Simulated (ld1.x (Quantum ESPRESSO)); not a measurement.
# Cutoff test, Ni, TM semilocal

nickel (Ni), norm-conserving Troullier–Martins (semilocal form), made with ld1.x (Quantum ESPRESSO) 7.5 (PBE, scalar-relativistic). Core [Ne], reference 3s2 3p6 3d8 4s1.75 4p0.25. Waves: 3p (bound): rc 0.88 bohr; 3d (bound): rc 1.32 bohr; 3s (bound): rc 1.02 bohr. Local part: the s channel. Core correction: a·sin(br)/r model core, default radius (core density twice the valence density).

Occupied shells without a wave of their own: 4p, 4s. They enter only through the test configuration that unscreens the potential, and ld1.x also counts them in the model core charge.

The pseudo-atom Hamiltonian at the reference potential is diagonalised in spherical Bessel functions j_l(qr) that vanish at 20 bohr, with q² up to the cutoff. All-electron valence levels (Ry): 3p -5.2867, 4p -0.1092, 3d -0.6911, 3s -8.2023, 4s -0.4403.

Task: How do the lowest levels (Ry) of each channel move with the cutoff, and are there ghosts?

Result:

| cutoff (Ry) | p #1 | p #2 | d #1 | d #2 | s #1 | s #2 | s #3 | Σ f·Δε (mRy) |
| --- | --- | --- | --- | --- | --- | --- | --- | --- |
| 8 | -1.4827 | -0.0216 | 0.0039 | 0.1228 | -6.8992 | -0.3183 | -0.0031 | 31277.0 |
| 15 | -2.9758 | -0.0512 | 0.0038 | 0.1216 | -7.8311 | -0.4193 | -0.0123 | 20269.7 |
| 25 | -4.2542 | -0.0792 | 0.0037 | 0.1200 | -7.9602 | -0.4572 | -0.0155 | 12266.6 |
| 35 | -4.9032 | -0.0965 | 0.0034 | 0.1167 | -7.9921 | -0.4589 | -0.0157 | 8299.6 |
| 50 | -5.2097 | -0.1065 | -0.0003 | 0.0617 | -8.1170 | -0.4625 | -0.0159 | 6173.1 |
| 70 | -5.2778 | -0.1095 | -0.3410 | 0.0053 | -8.1849 | -0.4673 | -0.0163 | 2893.0 |
| 100 | -5.2810 | -0.1097 | -0.6407 | 0.0048 | -8.1926 | -0.4689 | -0.0164 | 458.3 |
| 140 | -5.2853 | -0.1098 | -0.6901 | 0.0048 | -8.1991 | -0.4690 | -0.0164 | 23.7 |
| 180 | -5.2866 | -0.1098 | -0.6908 | 0.0048 | -8.2020 | -0.4692 | -0.0164 | 4.0 |
| 260 | -5.2867 | -0.1098 | -0.6911 | 0.0048 | -8.2022 | -0.4693 | -0.0164 | 1.1 |
| 400 | -5.2868 | -0.1098 | -0.6911 | 0.0048 | -8.2023 | -0.4693 | -0.0164 | 0.0 |

Result: no extra level below or beside the all-electron valence levels (p, d, s tested); the semilocal form is local in each channel, so this says nothing of the separable form that plane-wave codes build from it; 10 mRy is reached at 160 Ry and 1 mRy at 300 Ry.

The potential misses its own reference levels by up to 0.4 eV. ld1.x takes every shell without a wave as core, so the model core holds the 4p, 4s electrons as well and exchange and correlation see them twice. This cancels in the reference configuration, but the file is broken for other ones, and its errors say nothing about a proper core correction. Its largest configuration-test error is -2590 meV.
